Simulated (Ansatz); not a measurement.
Coupled-cluster diagnostics for H3Au3, Ansatz.

Geometry of the singlet (PBE-D4/def2-TZVP):

Cartesian coordinates in Å:
```
Au -0.676 -0.447 -0.071
Au 1.473 1.080 -0.011
Au -0.197 1.200 -2.094
H 2.274 0.808 1.323
H -1.993 -1.249 -0.317
H -0.881 -1.393 1.170
```

In the def2 sets Au takes a core potential; there is no spin–orbit coupling. Correlated methods freeze no core orbitals; core or outer-core shells of Au are correlated, in sets that lack core-valence functions. Another isomer (singlet) lies 0.24 eV lower at PBE0-D4/def2-TZVP; other spin states weren't run for this one.

Task: Estimate the CCSD(T) correlation energy, the shares of MP2 and (T), T1 and the reference's ⟨S²⟩ for: charge 0, singlet, own geometry in def2-TZVP; and the rough time on 2 threads of Arm Neoverse V2 on a shared host.

Result: 
```
                          state      basis  correlation (eV)  MP2 share (%)  (T) share (%)     T1  ⟨S²⟩ (pure)  wall time
charge 0, singlet, own geometry  def2-TZVP           -36.362          106.1            3.2  0.021  0.00 (0.00)    2.8 min
```
Customary marks for T1 are 0.02 (closed shells), 0.045 (open shells) and about 0.05 (3d metals). T1 exceeds 0.02 in 1 of 1 rows and 0.045 in 0; the higher it lies, the less the single-reference result can be trusted.
